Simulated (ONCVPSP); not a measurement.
**u(r) = r·R(r): atom against pseudo-atom (La (Z = 57))**

Columns: radius, all-electron u(r) and pseudo u(r) of the 5s shell (level -41.74 eV) of lanthanum in the configuration [Kr] 4d10 5s2 5p6 5d1 6s1.5; PBEsol, scalar-relativistic, ONCV scheme, ONCVPSP 4.0.1.

```
r (bohr)  all-electron  pseudo
   0.145        0.1456  0.0833
   0.290        0.1478  0.1742
   0.435       -0.4197  0.2773
   0.580       -0.4742  0.3927
   0.725       -0.1401  0.5151
   0.870        0.2785  0.6348
   1.015        0.6186  0.7400
   1.160        0.8345  0.8196
   1.305        0.9364  0.8655
   1.450        0.9517  0.8746
   1.595        0.9091  0.8487
   1.740        0.8325  0.7940
   1.885        0.7396  0.7191
   2.030        0.6423  0.6335
   2.175        0.5483  0.5454
   2.320        0.4617  0.4611
   2.465        0.3847  0.3846
   2.610        0.3178  0.3178
   2.755        0.2607  0.2607
   2.900        0.2127  0.2127
   3.045        0.1727  0.1727
   3.190        0.1397  0.1397
   3.335        0.1127  0.1127
   3.480        0.0906  0.0906
   3.625        0.0727  0.0727
   3.770        0.0582  0.0582
```

Problem. How many radial nodes do the two functions have?

Solution. The all-electron 5s function has n − l − 1 = 4 (the table is too coarse to show those close to the nucleus); the pseudo-wave has 0, since the states of the same l below it are removed with the core.

Problem. At about which radius was the pseudo-wave matched?

Solution. 2.65 bohr. The columns agree to 0.0005 from 2.46 bohr on; several derivatives are matched, so the curves merge somewhat inside the radius.

Problem. Where does each function peak?

Solution. Outermost all-electron maximum near 1.45 bohr, pseudo maximum near 1.45 bohr (to the table’s step).

Problem. Is the pseudo-wave norm-conserving?

Solution. Yes: the ONCV scheme keeps the norm inside the radius equal to the all-electron one, which fixes the energy derivative of the logarithmic derivative at the level.
